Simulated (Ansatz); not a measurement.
Basis-set extrapolation for `FB(Cl)OC(F)(F)F` (PBE0-D4/def2-TZVP geometry, frozen core, Ansatz 0.2.0). Multiplicity 1, RHF reference.

|  | def2-TZVPP | def2-QZVPP |
| --- | --- | --- |
| HF | -995.100434 | -995.136362 |
| MP2 correlation | -1.645215 | -1.796656 |
| CCSD(T) correlation | -1.720171 | not run |

Energies in hartree. Use E(X) = E(∞) + A·exp(−7.88·√X) for Hartree–Fock and E(X) = E(∞) + B·X^(−2.97) for correlation, with X = 3 and 4, and add CCSD(T) minus MP2 of the smaller set to the MP2 limit.

What is the CCSD(T) energy at the basis-set limit?

HF limit: -995.136362 + (-0.035928) × 0.13774 = -995.14131. MP2 limit: -1.796656 + (-0.151441) × 0.74074 = -1.90883. Higher-order term: -1.720171 − (-1.645215) = -0.07496. Total: -997.12510 hartree, 8.29 eV below CCSD(T)/def2-TZVPP.
